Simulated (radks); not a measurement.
Isoelectronic series with 5 electrons, each ion in its NIST ground configuration. All-electron calculation, Dirac Kohn-Sham, PBEsol, spin-unpolarised, spherical densities, point nucleus; open shells are shared between the two j in proportion to 2j + 1. Program: a radial shooting solver on a logarithmic mesh with Libxc functionals. Total energies (hartree) and mean radii <r> (bohr) (* marks an orbital that is empty in some or all of the ions):

ion,configuration,E (hartree),3s1/2*,2p3/2,2p1/2,2s1/2,1s1/2
Ca15+,[He] 2s2 2p1,-506.85929,0.7787,0.2843,0.2823,0.3277,0.07644
Sc16+,[He] 2s2 2p1,-561.43791,0.7355,0.2688,0.2668,0.3104,0.07266
Ti17+,[He] 2s2 2p1,-618.86139,0.6967,0.2550,0.2529,0.2947,0.06923
V18+,[He] 2s2 2p1,-679.13956,0.6618,0.2425,0.2403,0.2806,0.06610
Cr19+,[He] 2s2 2p1,-742.28275,0.6301,0.2312,0.2289,0.2677,0.06324
Mn20+,[He] 2s2 2p1,-808.30187,0.6013,0.2209,0.2185,0.2559,0.06060
Fe21+,[He] 2s2 2p1,-877.20833,0.5750,0.2115,0.2090,0.2450,0.05817
Co22+,[He] 2s2 2p1,-949.01416,0.5508,0.2028,0.2002,0.2351,0.05592
Ni23+,[He] 2s2 2p1,-1023.73192,0.5286,0.1948,0.1922,0.2258,0.05383
Cu24+,[He] 2s2 2p1,-1101.37476,0.5080,0.1874,0.1847,0.2173,0.05189
Zn25+,[He] 2s2 2p1,-1181.95643,0.4889,0.1806,0.1777,0.2093,0.05008
Ga26+,[He] 2s2 2p1,-1265.49131,0.4712,0.1742,0.1713,0.2019,0.04838
Ge27+,[He] 2s2 2p1,-1351.99435,0.4547,0.1683,0.1652,0.1950,0.04679
As28+,[He] 2s2 2p1,-1441.48119,0.4392,0.1627,0.1596,0.1885,0.04530
Se29+,[He] 2s2 2p1,-1533.96809,0.4247,0.1575,0.1543,0.1824,0.04389
Br30+,[He] 2s2 2p1,-1629.47197,0.4111,0.1526,0.1493,0.1767,0.04256
Kr31+,[He] 2s2 2p1,-1728.01045,0.3983,0.1480,0.1446,0.1712,0.04131
Rb32+,[He] 2s2 2p1,-1829.60185,0.3863,0.1437,0.1402,0.1661,0.04012
Sr33+,[He] 2s2 2p1,-1934.26520,0.3749,0.1396,0.1360,0.1613,0.03900
Zr35+,[He] 2s2 2p1,-2152.88760,0.3540,0.1321,0.1283,0.1524,0.03691
